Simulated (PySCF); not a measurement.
# Broadened absorption spectrum of C5H10O2

Species: C₅H₁₀O₂.
Structure used (PBE0-D3(BJ)/def2-SVP), in Å, numbered top down from 1:
```xyz
17
C5H10O2 angstrom
C     -0.1503    1.4780   -0.6973
C     -0.0838    0.1014   -0.0436
C     -0.6283   -0.9708   -0.9993
C     -0.8824    0.0850    1.2638
C      1.3744   -0.2372    0.2344
O      2.3255    0.3782   -0.1716
O      1.5129   -1.3460    0.9782
H      0.2458    2.2548   -0.0270
H      0.4433    1.5061   -1.6213
H     -1.1941    1.7289   -0.9396
H     -0.0697   -0.9775   -1.9479
H     -1.6846   -0.7617   -1.2287
H     -0.5640   -1.9727   -0.5507
H     -0.8555   -0.9061    1.7375
H     -1.9326    0.3441    1.0590
H     -0.4885    0.8197    1.9829
H      2.4668   -1.4890    1.0752
```

Method used: TDDFT CAM-B3LYP/def2-SVPD, vertical, gas phase, core orbitals frozen in the response in PySCF.

Computed states:

| state | E (eV) | f |
| --- | --- | --- |
| S1 | 5.86 | 0.0012 |
| S2 | 7.44 | 0.046 |
| S3 | 8.41 | 0.044 |
| S4 | 8.45 | 0.028 |
| S5 | 8.73 | 0.0061 |
| S6 | 8.83 | 0.098 |

Each state is given a Gaussian of 0.3 eV full width at half maximum, with ε(max) = 2.175×10⁸ f / Δν̃ (Δν̃ the width in cm⁻¹). The cross-section is σ = 3.8235×10⁻²¹ ε cm², given in Mb (10⁻¹⁸ cm²). The width is an assumption, not a result. The curve ends short of the highest state used, and states not computed would add to its high-energy end.

**Question.** What does the envelope look like, and where are its maxima?

**Answer.** 
```
E (eV)  σ (Mb)
  5.41    0.00
  5.51    0.01
  5.60    0.06
  5.70    0.20
  5.80    0.38
  5.90    0.40
  5.99    0.25
  6.09    0.08
  6.19    0.01
  6.29    0.00
  6.38    0.00
  6.48    0.00
  6.58    0.00
  6.68    0.00
  6.77    0.00
  6.87    0.00
  6.97    0.02
  7.07    0.22
  7.16    1.35
  7.26    5.65
  7.36   12.79
  7.45   15.75
  7.55   11.05
  7.65    4.19
  7.75    0.86
  7.84    0.12
  7.94    0.03
  8.04    0.30
  8.14    2.22
  8.23    8.05
```

Maxima: 212 nm (5.86 eV), ε about 110, made up of S1 (100%); 167 nm (7.44 eV), ε about 4100, made up of S2 (100%) (ε in L mol⁻¹ cm⁻¹; maxima over ε = 5, shares over 10%). At its high-energy end, 8.23 eV, the curve is still rising (ε about 2100, from S3 and S4).

**Question.** Coming from long wavelengths, where does ε first pass 100 L mol⁻¹ cm⁻¹?

**Answer.** At about 214 nm (5.80 eV), 0.06 eV below S1.

**Question.** What would ε be at 7.44 eV, the highest of these maxima, with half the width (0.15 eV)?

**Answer.** About 8250 L mol⁻¹ cm⁻¹ against 4130, a factor of about 2.00; a lone state at its own centre would give exactly 2.

**Question.** On this curve, what absorbance would a 10⁻³ mol/L sample give at 222 nm over a 1 cm path?

**Answer.** 222 nm is 5.585 eV, where ε is about 11 L mol⁻¹ cm⁻¹, so A = ε c l ≈ 0.011 (Beer–Lambert, with the gas-phase spectrum and the assumed width).

One conformer stands for the species.
